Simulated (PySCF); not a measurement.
Identify the compound

Molecular formula: C₂H₁₁OPSi₂. Simulated spectra:

¹H NMR (400 MHz, computed): δ 4.67 (m, 1H), 4.66 (m, 1H), 3.90 (d, 3H), 3.45 (s, 3H), 2.69 (m, 1H), 0.95 (m, 2H).

¹³C{¹H} NMR (computed): δ 61.8 (CH3), 54.5 (CH).

PySCF 2.14.0 with density-fitted response routines calculation with σ from GIAO-PBE0/pcSseg-1 and structure optimised with GFN2-xTB; no relativistic terms, no solvent model, one computed conformer, averaged over atoms made equivalent by symmetry, fast rotation or ring inversion.

Shifts are taken against calculated references (same method and geometry level): TMS for ¹H (31.72 ppm), ¹³C (186.93 ppm).

What is the structure?

Answers


1. 2 carbon signals for 2 carbons: no two carbons are equivalent.
2. Carbon types of the structure: 1 × CH, 1 × CH3, leaving 7 H on heteroatoms.
3. δC 61.8: methyl carbon bonded to O; pulled downfield by the heteroatom.
4. δC 54.5: sp3 CH bonded to O and 2 Si; the inductive effect lowers its shielding.
5. δH 4.67, 4.66: hydrogen on a silicon bonded to C, P.
6. δH 3.90: hydrogen on a silicon bonded to C.
7. δH 3.45: hydrogen on a methyl carbon bonded to O; its carbon carries O, an electronegative neighbour.
8. δH 2.69: hydrogen on an sp3 CH bonded to O and 2 Si; its carbon carries O, hence the downfield position.
9. δH 0.95: hydrogen on a phosphorus bonded to Si.

These data were computed for SMILES CO[C@@H]([SiH3])[SiH2]P.

This is the structure that produced the data.

Splittings by ³¹P in the carbon and heteronuclear signals aren't shown, as no couplings were computed. Shifts are as computed. Against solution values, carbons near 30 ppm lie about +3 ppm off and those near 130 ppm about +5 ppm. Of 1211 compounds with measured shifts, 218 miss one by over three times the rms of a fit or turn the order of signals round; such compounds aren't used in these exercises. Multiplicities follow the n + 1 count of equivalent neighbours, as no J values were calculated; m marks all less simple cases, F and P coupling included.
